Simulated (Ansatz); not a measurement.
Cartesian coordinates in Å:
```
C -0.3755 -1.8244 0.1250
Si -0.7749 -0.2255 0.9662
F -0.0052 -0.2325 2.3760
N -0.3250 1.1322 0.0232
Si 1.0584 1.3921 -0.9824
H -0.8992 -1.9028 -0.8304
H 0.6963 -1.9192 -0.0629
H -0.6805 -2.6640 0.7541
H -2.2135 -0.0765 1.2951
H -0.8988 1.9501 0.1793
H 1.9074 2.5027 -0.4743
H 0.6615 1.7311 -2.3758
H 1.8488 0.1367 -0.9931
```

Charge 0, multiplicity 1.

Question: List the PBE/def2-TZVPP orbital energies in eV (the Gaussian-basis code of Ansatz). (Estimate.)

Answer: Computed: Occupied: -1780.32, -1779.86, -659.37, -380.25, -268.63, -137.92, -137.57, -94.71, -94.66, -94.62, -94.32, -94.30, -94.29, -29.09, -21.19, -17.43, -13.68, -13.03, -11.53, -10.73, -10.30, -10.03, -9.80, -9.74, -8.74, -8.65, -8.26, -7.62, -6.56. Lowest empty: -0.62, 0.31, 0.50, 0.63, 0.85, 0.93, 1.46, 1.83.
